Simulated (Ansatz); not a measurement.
Z-matrix (Å, degrees):
```
C
N 1 1.465
H 1 1.089 2 109.4
H 1 1.092 2 111.0 3 -120.2
H 1 1.092 2 111.0 3 120.2
B 2 1.439 1 116.8 3 180.0
B 2 1.408 1 119.9 3 0.1
C 6 1.560 2 127.9 1 -180.0
F 6 1.342 2 115.2 1 -0.1
H 7 1.192 2 120.2 1 -180.0
H 7 1.197 2 119.0 1 0.0
H 8 1.087 6 115.1 2 -1.2
H 8 1.095 6 109.2 2 -123.8
H 8 1.095 6 109.1 2 121.1
```

Charge 0, multiplicity 1.

List the CAM-B3LYP/def2-TZVPP orbital energies in eV (the Gaussian-basis code of Ansatz). (An estimate is asked.)

Computed: Occupied: -673.48, -391.76, -279.56, -278.10, -186.99, -185.49, -34.93, -26.81, -21.56, -20.59, -17.53, -16.06, -15.13, -14.74, -14.20, -13.64, -12.97, -12.61, -12.60, -12.03, -11.19, -10.52, -9.88. Lowest empty: 0.32, 1.54, 1.90, 2.45, 2.96, 3.39, 3.53, 3.66.
